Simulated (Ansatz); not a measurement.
Reaction (ligand exchange at the Si–C bond): `C=C=C[SiH2]C` + `S[SiH2]Cl` → `C[SiH2]S[SiH2]Cl` + `C=C=C`

Computed with Ansatz on PBE0-D4/def2-TZVP structures; ΔE is electronic, products minus reactants. CCSD(T)/CBS adds triple-zeta CCSD(T) − MP2 to the extrapolated MP2 energy (def2 sets, frozen cores). This one scheme is used for every species. Functionals use def2-TZVPP. B3LYP here is the variant with VWN-RPA as its local correlation; programs differ in this. One conformer a species, not always the lowest.

Is it downhill or uphill in electronic energy at CCSD(T)/CBS, and by how much? (Best estimate.)

The calculation gave: Downhill: ΔE = -0.52 eV.

What do these levels give: PBE-D4, ωB97M-V, r2SCAN, PBE0, B3LYP, HF/def2-TZVPP, MP2/def2-TZVPP, CCSD(T)/def2-TZVPP, HF/def2-QZVPP, MP2/def2-QZVPP, SCS-MP2/def2-QZVPP, HF/CBS(def2)? (Estimate.)

Ansatz gave: PBE-D4 -0.52, ωB97M-V -0.51, r2SCAN -0.50, PBE0 -0.51, B3LYP -0.45, HF/def2-TZVPP -0.47, MP2/def2-TZVPP -0.51, CCSD(T)/def2-TZVPP -0.48, HF/def2-QZVPP -0.47, MP2/def2-QZVPP -0.53, SCS-MP2/def2-QZVPP -0.51, HF/CBS(def2) -0.46 eV.

Largest T1 diagnostic among the species: 0.012.

The D4 term adds −0.04 eV with B3LYP and −0.02 eV with PBE0; it sums over pairs of atoms, weighted by their polarisabilities, and B3LYP, whose exchange is more repulsive, gets the larger term.
